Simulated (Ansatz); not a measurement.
`C=CC1C[SiH2]1` at its PBE0-D4/def2-TZVP geometry, where that method's forces vanish. Charge 0, multiplicity 1.

```xyz
13

C     0.0454    1.4913   -1.3409
C     0.8245    0.9650   -0.3997
C     0.4181    0.0672    0.6907
C    -1.0426   -0.3764    0.8429
Si    0.0892   -1.7365    0.3174
H     0.4623    2.1194   -2.1182
H    -1.0249    1.3214   -1.3736
H     1.8901    1.1829   -0.4305
H     0.9379    0.2459    1.6292
H    -1.7514    0.0302    0.1298
H    -1.4267   -0.3798    1.8575
H     0.4742   -2.7786    1.2940
H     0.1039   -2.1520   -1.0987
```

Question: What forces (eV/Å) does ωB97M-V/def2-TZVPP give on these atoms in Ansatz 0.2.0? (Estimate.)

Answer: Computed: 
```
C1   0.000 -0.009 -0.001
C2   0.088  0.211 -0.236
C3   0.149 -0.244  0.227
C4  -0.220 -0.052  0.012
Si5  0.037 -0.048 -0.021
H6  -0.023 -0.049  0.061
H7   0.080  0.011  0.012
H8  -0.083 -0.005 -0.011
H9  -0.063  0.015 -0.074
H10  0.053 -0.022  0.068
H11  0.028  0.015 -0.080
H12 -0.045  0.127 -0.120
H13 -0.001  0.050  0.162
```
